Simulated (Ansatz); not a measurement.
Gas-phase reaction in SMILES: C[SiH](C)N[SiH2] -> C[SiH](C)[N][SiH3]
Structures are relaxed separately at B3LYP-D3(BJ)/def2-TZVP in Ansatz (a first-principles code), one conformer each, not searched for the lowest. Frequencies are from Ansatz.

Quantity: isomerisation energy (0 K, with B3LYP-D3(BJ) harmonic zero-point energies), in kcal/mol. Correlated levels leave the core frozen unless marked. Open shells are spin-unrestricted. No spin-orbit coupling. No relativistic terms. Basis-set limits of correlation are two-point, X^-3; Hartree-Fock from the larger set.

| level | program | isomerisation energy (kcal/mol) |
|---|---|---|
| PBE/def2-TZVPD | Ansatz | 18.8 |
| PBE-D3(BJ)/def2-TZVPD | Ansatz + dftd3 | 19.3 |
| PBE-D4/def2-TZVPD | Ansatz + dftd4 | 19.3 |
| HSE06-D4/def2-TZVPD | Ansatz + dftd4 | … |
| LC-wPBE/def2-TZVPD | Ansatz | 19.9 |
| CCSD/cc-pwCVTZ | Ansatz | … |
| CCSD(T)/CBS(cc-pV(T+d)Z,cc-pV(Q+d)Z) | Ansatz | … |

Problem. Complete the blanks.

Solution. 
- HSE06-D4/def2-TZVPD, isomerisation energy (kcal/mol): 19.5
- CCSD/cc-pwCVTZ, isomerisation energy (kcal/mol): 17.6
- CCSD(T)/CBS(cc-pV(T+d)Z,cc-pV(Q+d)Z), isomerisation energy (kcal/mol): 19.4
